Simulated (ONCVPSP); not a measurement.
# Logarithmic derivatives: sulfur, ONCV

sulfur, optimised norm-conserving Vanderbilt (ONCV), made with ONCVPSP 4.0.1 (revPBE, scalar-relativistic). Core [Ne], reference 3s2 3p4. Waves: 3s: rc 1.50 bohr, ncon 3, nbas 6, qcut 4 1/bohr, 1 projector; 3p: rc 1.45 bohr, ncon 4, nbas 7, qcut 6.4 1/bohr, local; d scattering state at 0.11 Ha: rc 1.45 bohr, ncon 4, nbas 8, qcut 7.2 1/bohr, 2 projectors, debl 3 Ha. Local part: the p channel. Core correction: Teter function, fcfact 4.75, rcfact 1.1.

The phase is arctan(r·R′/R) of the radial function R(r), unwrapped; energies in Ha, scanned from -2 to 5 Ha. A pole is an energy at which the radial function vanishes at the test radius. The pseudo phase is shifted by a multiple of π to meet the all-electron one at the reference energy, and phase errors are pseudo minus all-electron; the curves can meet again beyond the range given. Levels narrower than the energy grid can be missing from the lists of poles.

Q: For each channel, where are the poles, and over which energies does the pseudopotential scatter like the atom?

A:

```csv
channel,radius (bohr),reference energy (Ha),"poles, all-electron","poles, pseudo",unbroken range about the reference energy with phases within 0.05 rad,phase error 1 Ha above the reference energy (rad)
s,1.52,-0.63,2.11,1.80,below 2.3,-0.006
p,1.47,-0.26,2.97,2.77,below 4.2,-0.005
d,1.47,0.11,2.99,2.99,the whole range,+0.000
```

Phases in the s channel:

```tsv
E (Ha)	all-electron	pseudo
-1.98	0.576	0.562
-1.80	0.421	0.407
-1.62	0.229	0.217
-1.44	0.005	-0.005
-1.26	-0.236	-0.242
-1.08	-0.468	-0.471
-0.90	-0.670	-0.671
-0.72	-0.836	-0.836
-0.54	-0.968	-0.968
-0.36	-1.072	-1.073
-0.18	-1.156	-1.157
0.00	-1.224	-1.226
0.18	-1.279	-1.283
0.36	-1.326	-1.332
0.54	-1.365	-1.373
0.72	-1.400	-1.409
0.90	-1.430	-1.441
1.08	-1.456	-1.471
1.26	-1.480	-1.498
1.44	-1.502	-1.523
1.62	-1.522	-1.547
1.80	-1.541	-1.571
1.98	-1.558	-1.594
2.16	-1.575	-1.619
2.34	-1.591	-1.644
2.52	-1.607	-1.672
2.70	-1.623	-1.703
2.88	-1.638	-1.740
3.06	-1.653	-1.785
3.24	-1.669	-1.844
3.42	-1.686	-1.925
3.60	-1.703	-2.048
3.78	-1.721	-2.256
3.96	-1.740	-2.641
4.14	-1.761	-3.254
4.32	-1.784	-3.801
4.50	-1.810	-4.110
4.68	-1.840	-4.280
4.86	-1.873	-4.384
```
